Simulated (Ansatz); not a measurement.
C4H12Ta, SMILES [CH3][Ta]([CH3])([CH3])[CH3] (connectivity only; charge and spin as stated), neutral, multiplicity 2.

Geometry optimised at B3LYP-D3(BJ)/def2-SVP. A frequency run showed that this geometry is not a minimum. The multiplicity is an assumed one; other spin states were not compared. The def2 effective core potentials stand for the cores of Ta; spin–orbit coupling is left out.

Two levels are set side by side: PBE/def2-SVPD (Ansatz, a first-principles code) and CAM-B3LYP/def2-SVPD (Ansatz). Energy differences of separate SCF runs at the same geometry; the states with an electron removed or added have multiplicity 1 and 3. Differences are taken from unrounded values.

```json
[
 {"quantity": "vertical ionisation energy (eV)", "PBE": "5.78"}
]
```

Problem. These are the PBE values. What does CAM-B3LYP give? (The exact figures need the calculation; the answer reports its results.)

Solution. 
```json
[
 {"quantity": "vertical ionisation energy (eV)", "CAM-B3LYP": "6.08", "PBE minus CAM-B3LYP": "-0.30"}
]
```
